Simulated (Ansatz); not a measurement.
## Molecular dynamics of Ba$_{16}$H

The input (input.yaml):

```yaml
accuracy: low
crystal:
  lattice:
    - [10.04, 0.0, 0.0]
    - [0.0, 10.04, 0.0]
    - [0.0, 0.0, 10.04]
  atoms:
    - { symbol: Ba, position: [-0.02223306, 0.00911757, -0.00274499] }
    - { symbol: Ba, position: [0.45537676, 0.00956506, 0.03301031] }
    - { symbol: Ba, position: [0.00062593, 0.47133651, 0.03094489] }
    - { symbol: Ba, position: [0.02578882, 0.01280069, 0.52013431] }
    - { symbol: Ba, position: [0.30482179, 0.23059866, 0.2378131] }
    - { symbol: Ba, position: [0.46118153, 0.49888265, -0.01840308] }
    - { symbol: Ba, position: [0.48033682, -0.07705791, 0.50264886] }
    - { symbol: Ba, position: [0.72190026, 0.25383262, 0.2826796] }
    - { symbol: Ba, position: [0.05048822, 0.5215496, 0.49048795] }
    - { symbol: Ba, position: [0.24579582, 0.7755971, 0.22014079] }
    - { symbol: Ba, position: [0.25457331, 0.24743241, 0.74780349] }
    - { symbol: Ba, position: [0.46052661, 0.51119074, 0.45366271] }
    - { symbol: Ba, position: [0.77422998, 0.80055513, 0.24018694] }
    - { symbol: Ba, position: [0.7266504, 0.24249341, 0.6979951] }
    - { symbol: Ba, position: [0.26739453, 0.75345301, 0.77498325] }
    - { symbol: Ba, position: [0.79041913, 0.73790088, 0.79006255] }
    - { symbol: H, position: [0.2151485, 0.66204956, -0.01242447] }
basis:
  ecutwfc: 420.0
kpoints:
  mp_grid: { grid: [2, 2, 2] }
hamiltonian:
  xc: pbesol
scf:
  occupations: { method: fermi_dirac, width: 0.05 }
  lower_state_search: "off"
md:
  timestep: 0.5
  n_steps: 260
  ensemble: nve
  temperature: 2100.0
  initial_velocities: maxwell_boltzmann
  seed: 562142
```

Launched with:

```bash
$ ansatz run input.yaml --threads 4 --pin off --max-ram 10240MiB --backend cpu --events-out ev --progress --plain --runs-dir out
```

It goes on from the last frame of an earlier run, with new velocities.

Output, in part (step lines):

```
md step     0: t =     0.00 fs  T =  2100.0 K  F+E_penalty+E_count = -93815.77363370 eV  E_kin = 4.343136 eV  conserved = -93811.43049774 eV  (8 SCF iters)
md step     1: t =     0.50 fs  T =  2103.1 K  F+E_penalty+E_count = -93815.77990961 eV  E_kin = 4.349448 eV  conserved = -93811.43046189 eV  (6 SCF iters)
md step     2: t =     1.00 fs  T =  2105.9 K  F+E_penalty+E_count = -93815.78573124 eV  E_kin = 4.355303 eV  conserved = -93811.43042872 eV  (6 SCF iters)
md step     3: t =     1.50 fs  T =  2108.7 K  F+E_penalty+E_count = -93815.79156914 eV  E_kin = 4.361170 eV  conserved = -93811.43039956 eV  (6 SCF iters)
md step     4: t =     2.00 fs  T =  2111.8 K  F+E_penalty+E_count = -93815.79783488 eV  E_kin = 4.367459 eV  conserved = -93811.43037597 eV  (6 SCF iters)
md step     5: t =     2.50 fs  T =  2115.2 K  F+E_penalty+E_count = -93815.80485739 eV  E_kin = 4.374498 eV  conserved = -93811.43035948 eV  (3 SCF iters)
md step     6: t =     3.00 fs  T =  2119.0 K  F+E_penalty+E_count = -93815.81286479 eV  E_kin = 4.382514 eV  conserved = -93811.43035079 eV  (3 SCF iters)
md step     7: t =     3.50 fs  T =  2123.4 K  F+E_penalty+E_count = -93815.82197306 eV  E_kin = 4.391623 eV  conserved = -93811.43035008 eV  (3 SCF iters)
[... lines left out ...]
md step   259: t =   129.50 fs  T =  1168.2 K  F+E_penalty+E_count = -93813.84615649 eV  E_kin = 2.415925 eV  conserved = -93811.43023175 eV  (3 SCF iters)
md step   260: t =   130.00 fs  T =  1167.5 K  F+E_penalty+E_count = -93813.84481863 eV  E_kin = 2.414573 eV  conserved = -93811.43024572 eV  (6 SCF iters)
```

The steps, from the saved trajectory:

```json
{"time (fs)": "0", "T (K)": "2100", "potential energy less start (eV)": "0.000", "conserved less start (meV/atom)": "0.00"}
{"time (fs)": "4", "T (K)": "2128", "potential energy less start (eV)": "-0.059", "conserved less start (meV/atom)": "0.01"}
{"time (fs)": "8", "T (K)": "2173", "potential energy less start (eV)": "-0.151", "conserved less start (meV/atom)": "0.00"}
{"time (fs)": "12", "T (K)": "2174", "potential energy less start (eV)": "-0.154", "conserved less start (meV/atom)": "0.00"}
{"time (fs)": "16", "T (K)": "2134", "potential energy less start (eV)": "-0.069", "conserved less start (meV/atom)": "0.01"}
{"time (fs)": "20", "T (K)": "2105", "potential energy less start (eV)": "-0.010", "conserved less start (meV/atom)": "0.01"}
{"time (fs)": "24", "T (K)": "2094", "potential energy less start (eV)": "0.013", "conserved less start (meV/atom)": "0.01"}
{"time (fs)": "28", "T (K)": "2098", "potential energy less start (eV)": "0.004", "conserved less start (meV/atom)": "0.01"}
{"time (fs)": "32", "T (K)": "2126", "potential energy less start (eV)": "-0.053", "conserved less start (meV/atom)": "0.00"}
{"time (fs)": "36", "T (K)": "2123", "potential energy less start (eV)": "-0.048", "conserved less start (meV/atom)": "-0.01"}
{"time (fs)": "40", "T (K)": "2020", "potential energy less start (eV)": "0.165", "conserved less start (meV/atom)": "0.00"}
{"time (fs)": "44", "T (K)": "1931", "potential energy less start (eV)": "0.350", "conserved less start (meV/atom)": "0.02"}
{"time (fs)": "48", "T (K)": "2000", "potential energy less start (eV)": "0.207", "conserved less start (meV/atom)": "-0.01"}
{"time (fs)": "52", "T (K)": "2033", "potential energy less start (eV)": "0.138", "conserved less start (meV/atom)": "-0.01"}
{"time (fs)": "56", "T (K)": "1993", "potential energy less start (eV)": "0.221", "conserved less start (meV/atom)": "0.00"}
{"time (fs)": "60", "T (K)": "1939", "potential energy less start (eV)": "0.333", "conserved less start (meV/atom)": "0.01"}
{"time (fs)": "64", "T (K)": "1908", "potential energy less start (eV)": "0.396", "conserved less start (meV/atom)": "0.01"}
{"time (fs)": "68", "T (K)": "1884", "potential energy less start (eV)": "0.447", "conserved less start (meV/atom)": "-0.01"}
{"time (fs)": "72", "T (K)": "1787", "potential energy less start (eV)": "0.648", "conserved less start (meV/atom)": "0.00"}
{"time (fs)": "76", "T (K)": "1683", "potential energy less start (eV)": "0.863", "conserved less start (meV/atom)": "0.02"}
{"time (fs)": "80", "T (K)": "1726", "potential energy less start (eV)": "0.773", "conserved less start (meV/atom)": "0.00"}
{"time (fs)": "84", "T (K)": "1756", "potential energy less start (eV)": "0.712", "conserved less start (meV/atom)": "-0.01"}
{"time (fs)": "88", "T (K)": "1709", "potential energy less start (eV)": "0.808", "conserved less start (meV/atom)": "0.00"}
{"time (fs)": "92", "T (K)": "1634", "potential energy less start (eV)": "0.964", "conserved less start (meV/atom)": "0.00"}
{"time (fs)": "96", "T (K)": "1543", "potential energy less start (eV)": "1.153", "conserved less start (meV/atom)": "0.01"}
{"time (fs)": "100", "T (K)": "1467", "potential energy less start (eV)": "1.309", "conserved less start (meV/atom)": "0.01"}
{"time (fs)": "104", "T (K)": "1436", "potential energy less start (eV)": "1.373", "conserved less start (meV/atom)": "0.01"}
{"time (fs)": "108", "T (K)": "1422", "potential energy less start (eV)": "1.402", "conserved less start (meV/atom)": "0.01"}
{"time (fs)": "112", "T (K)": "1398", "potential energy less start (eV)": "1.451", "conserved less start (meV/atom)": "0.01"}
{"time (fs)": "116", "T (K)": "1367", "potential energy less start (eV)": "1.516", "conserved less start (meV/atom)": "0.01"}
{"time (fs)": "120", "T (K)": "1323", "potential energy less start (eV)": "1.606", "conserved less start (meV/atom)": "0.00"}
{"time (fs)": "124", "T (K)": "1253", "potential energy less start (eV)": "1.752", "conserved less start (meV/atom)": "0.00"}
{"time (fs)": "128", "T (K)": "1179", "potential energy less start (eV)": "1.905", "conserved less start (meV/atom)": "0.01"}
```

All steps were run. The conserved energy stayed within 0.025 meV per atom of its start (net change 0.015 meV per atom), so the integration is sound. A run of 0.13 ps of so small a system gives no equilibrium averages. Limits of this set-up: coarse k mesh, odd electron count without spin, a small cell, in which the defect meets its images, a typed lattice constant that wasn't relaxed here, low accuracy level.

Mean squared displacements from the first frame to the last, about the centre of mass: Ba 0.47 Å², H 10.28 Å².

Last frame:

```xyz
17
Lattice="10.0400 0.0000 0.0000 0.0000 10.0400 0.0000 0.0000 0.0000 10.0400" Properties=species:S:1:pos:R:3
Ba -0.356 0.075 0.284
Ba 5.150 0.030 -0.318
Ba 0.363 4.666 -0.126
Ba -0.024 0.012 5.166
Ba 2.735 2.806 3.079
Ba 4.855 5.167 -1.063
Ba 4.802 -0.466 5.214
Ba 7.669 2.199 2.286
Ba 0.210 5.632 5.592
Ba 2.220 7.859 2.077
Ba 2.698 2.570 6.918
Ba 4.835 5.273 4.278
Ba 7.839 7.194 2.778
Ba 6.911 2.091 8.104
Ba 2.508 7.797 7.828
Ba 7.794 7.342 8.141
H 3.508 4.567 1.910
```

Run time: 29 min on 4 threads of Intel(R) Xeon(R) Platinum 8259CL CPU @ 2.50GHz (Skylake/Cascade Lake), with other jobs on the host, peak memory 3.4 GiB.
